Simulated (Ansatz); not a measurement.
```xyz
8

N     1.2069   -0.7644    0.0842
Ti   -0.4879   -0.0417   -0.0615
O    -0.2928    1.6971    0.0939
Cl   -1.3645   -0.5981   -2.0102
Cl   -1.7834   -0.8653    1.5255
H     2.0457   -0.2187    0.2255
H     1.4145   -1.7529    0.0341
H    -0.7384    2.5440    0.1086
```

Charge 0, multiplicity 1.

**Question.** List the PBE0/def2-TZVPP orbital energies in eV (Ansatz 0.2.0). (Estimate.)

**Answer.** The calculation gave: Occupied: -4875.96, -2766.95, -2766.95, -546.37, -523.56, -456.05, -455.99, -455.99, -391.59, -258.82, -258.81, -197.04, -197.04, -196.99, -196.99, -196.98, -196.98, -67.53, -43.21, -42.92, -42.85, -27.97, -23.76, -22.22, -22.08, -14.94, -14.31, -11.60, -10.80, -10.71, -10.35, -10.16, -9.66, -9.44, -9.31, -8.80, -8.11. Lowest empty: -2.52, -1.99, -1.50, -1.46, -1.21, -0.06, 1.13, 2.01.
